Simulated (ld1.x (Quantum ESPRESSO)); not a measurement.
u(r) = r·R(r): atom against pseudo-atom (Cr (Z = 24))

Columns: radius, all-electron u(r) and pseudo u(r) of the 4p shell (level -22.65 eV) of chromium in the configuration [Ne] 3s2 3p6 3d3 4s0 4p0; PBE, scalar-relativistic, PAW scheme, ld1.x (Quantum ESPRESSO) 7.5.

```
r (bohr)  all-electron   pseudo
   0.095        0.1654  -0.0446
   0.190        0.1908  -0.1694
   0.285        0.0609  -0.3490
   0.380       -0.1050  -0.5475
   0.475       -0.2398  -0.7259
   0.570       -0.3206  -0.8501
   0.665       -0.3471  -0.8979
   0.760       -0.3282  -0.8620
   0.855       -0.2756  -0.7510
   0.950       -0.2006  -0.5851
   1.045       -0.1123  -0.3910
   1.140       -0.0179  -0.1952
   1.235        0.0774  -0.0181
   1.330        0.1700   0.1291
   1.425        0.2571   0.2449
   1.520        0.3372   0.3354
   1.615        0.4092   0.4092
   1.710        0.4726   0.4726
   1.805        0.5273   0.5273
   1.900        0.5733   0.5733
   1.995        0.6109   0.6109
   2.090        0.6406   0.6406
   2.185        0.6628   0.6628
   2.280        0.6780   0.6780
   2.375        0.6869   0.6869
   2.470        0.6900   0.6900
```

Q: How many radial nodes do the two functions have?

A: The all-electron 4p function has n − l − 1 = 2; the pseudo-wave has 1, since 1 lower shell of the same l stays in the valence.

Q: At about which radius was the pseudo-wave matched?

A: 1.70 bohr, where the columns begin to agree (steps of 0.10 bohr).

Q: Is the pseudo-wave norm-conserving?

A: No, it belongs to a PAW set: the norm inside the radius is not constrained, and the difference is carried by the augmentation charge.
